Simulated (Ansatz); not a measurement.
Consider the formal loss of a carbene: `C/C=[N]\[GeH3]` → `C=[N][GeH3]` + `[CH2]` (triplet).

Isolated molecules relaxed with PBE0-D4/def2-TZVP in Ansatz; ΔE leaves out vibrations. CCSD(T)/CBS adds triple-zeta CCSD(T) − MP2 to the extrapolated MP2 energy (def2 sets, frozen cores). This one scheme is used for every species. Functionals use def2-TZVPP. Triplets are unrestricted, without spin–orbit coupling. For Ge outer-core shells are correlated without core-valence functions, which leaves a few kJ/mol of doubt a bond. Scalar relativity is left out up to krypton.

| level | ΔE (kJ/mol) |
| --- | --- |
| ωB97X-V | 463.5 |
| HF/CBS(def2) | 303.0 |

Q: What does CCSD(T)/CBS give? (Best estimate.)

A: The calculation gave: +452.7 kJ/mol. The listed levels differ from it by 10.8, -149.7 kJ/mol.

Largest T1 diagnostic among the species: 0.013.

From PBE to PBE0 (25 % exact exchange), in def2-TZVPP and without D4, ΔE moves by −7.9 kJ/mol. In def2-TZVPP, CCSD(T) changes the Hartree–Fock value by +137.0 kJ/mol (the triples alone add +11.7 kJ/mol) and MP2 by +151.0 kJ/mol.
